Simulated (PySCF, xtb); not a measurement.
F4Si, SMILES F[Si-](F)(F)F (connectivity only; charge and spin as stated), charge -1, multiplicity 2.

Harmonic wavenumbers (cm⁻¹) from GFN2-xTB in xtb at its own minimum, in rising order: 123, 240, 290, 341, 343, 426, 538, 713, 768.

What does PBE0-D3(BJ)/def2-SVPD in PySCF give at its own minimum? (An estimate is asked for; the answer gives what the named calculation found.)

179, 233, 306, 380, 395, 525, 757, 767, 791. Paired by order, the mean absolute difference is 63 cm⁻¹ and the zero-point energies are 5.4 and 6.2 kcal/mol.
